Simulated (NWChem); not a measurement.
System: C2H4FIn; SMILES C=[CH][InH][F]

Here is an NWChem input.

```
start job
memory heap 200 mb stack 900 mb global 1100 mb
geometry units angstroms
  In    -0.263125     0.125962     0.217652
  H     -1.792569     0.080015     1.027522
  F      0.714446     1.781194     0.652609
  C      0.880209    -1.163763    -1.163062
  C      0.455027    -2.326405    -1.611311
  H      1.841011    -0.741902    -1.441641
  H      1.049790    -2.928191    -2.288836
  H     -0.501957    -2.742842    -1.331752
end
basis spherical
  * library def2-svp
end
ecp
  In library def2-ecp
end
dft
  xc pbe0
  iterations 150
end
driver
  maxiter 120
end
task dft optimize
dft
  grid fine
  convergence energy 1d-8 density 1d-7
end
task dft freq numerical
```

def2 effective core potentials on In; no spin-orbit coupling.

The level has its own optimisation; frequencies are unscaled.

Question: Give the results of this calculation. (PBE0/def2-SVP with def2 effective core potentials on In.) Quantities: r H–In (Å); r F–In (Å); r C–In (Å); r C–C (Å); highest harmonic frequency (cm⁻¹); lowest (cm⁻¹); zero-point energy (kcal/mol).

Answer: 
```yaml
r H–In (Å): 1.714
r F–In (Å): 1.973
r C–In (Å): 2.130
r C–C (Å): 1.338
highest harmonic frequency (cm⁻¹): 3219
lowest (cm⁻¹): 68
zero-point energy (kcal/mol): 30.8
```
